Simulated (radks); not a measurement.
Neutral samarium inside a hard spherical wall (all orbitals vanish at R), configuration held at [Xe] 4f6 6s2 and not refilled when levels cross. Calculated with a radial shooting solver on a logarithmic mesh with Libxc functionals: scalar-relativistic Kohn-Sham, PBEsol, spin-polarised, spherical densities, point nucleus; open shells are filled with parallel spins first (spin-orbit coupling, left out, can overturn this in heavy ions). Eigenvalues in eV for spin up, with the zero of energy where the potential of the charges vanishes at infinity; a dash marks a level that is unbound or too diffuse for the functional's potential to be trusted. A positive occupied level is held by the wall or, in an anion where self-interaction has pushed it up, behind a barrier. The pressure on the wall is -dE/dV.

[
 {"R (bohr)": "free", "E (hartree)": "-10423.7534", "kinetic (hartree)": "11142.336", "e(5s)": "-44.209", "e(5p)": "-23.940", "e(4f)": "-3.698", "e(6s)": "-3.690", "e(5d, empty)": "-1.920", "e(6p, empty)": "-1.226", "pressure (GPa)": "0"},
 {"R (bohr)": "10", "E (hartree)": "-10423.7500", "kinetic (hartree)": "11142.365", "e(5s)": "-44.005", "e(5p)": "-23.738", "e(4f)": "-3.497", "e(6s)": "-3.531", "e(5d, empty)": "-1.739", "e(6p, empty)": "-0.842", "pressure (GPa)": "0.0740"},
 {"R (bohr)": "8", "E (hartree)": "-10423.7321", "kinetic (hartree)": "11142.472", "e(5s)": "-43.432", "e(5p)": "-23.176", "e(4f)": "-2.933", "e(6s)": "-3.000", "e(5d, empty)": "-1.222", "e(6p, empty)": "0.130", "pressure (GPa)": "0.702"},
 {"R (bohr)": "5", "E (hartree)": "-10423.4125", "kinetic (hartree)": "11143.755", "e(5s)": "-39.887", "e(5p)": "-19.795", "e(4f)": "0.714", "e(6s)": "2.835", "e(5d, empty)": "2.640", "e(6p, empty)": "9.107", "pressure (GPa)": "32.2"},
 {"R (bohr)": "4", "E (hartree)": "-10422.7368", "kinetic (hartree)": "11146.315", "e(5s)": "-36.052", "e(5p)": "-16.139", "e(4f)": "5.042", "e(6s)": "12.603", "e(5d, empty)": "7.687", "e(6p, empty)": "22.452", "pressure (GPa)": "179"},
 {"R (bohr)": "3.5", "E (hartree)": "-10421.8296", "kinetic (hartree)": "11149.747", "e(5s)": "-32.236", "e(5p)": "-12.303", "e(4f)": "9.600", "e(6s)": "24.032", "e(5d, empty)": "13.139", "e(6p, empty)": "36.957", "pressure (GPa)": "499"},
 {"R (bohr)": "2.5", "E (hartree)": "-10414.5909", "kinetic (hartree)": "11175.014", "e(5s)": "-11.580", "e(5p)": "10.899", "e(4f)": "33.674", "e(6s)": "94.939", "e(5d, empty)": "45.232", "e(6p, empty)": "118.91", "pressure (GPa)": "6150"}
]
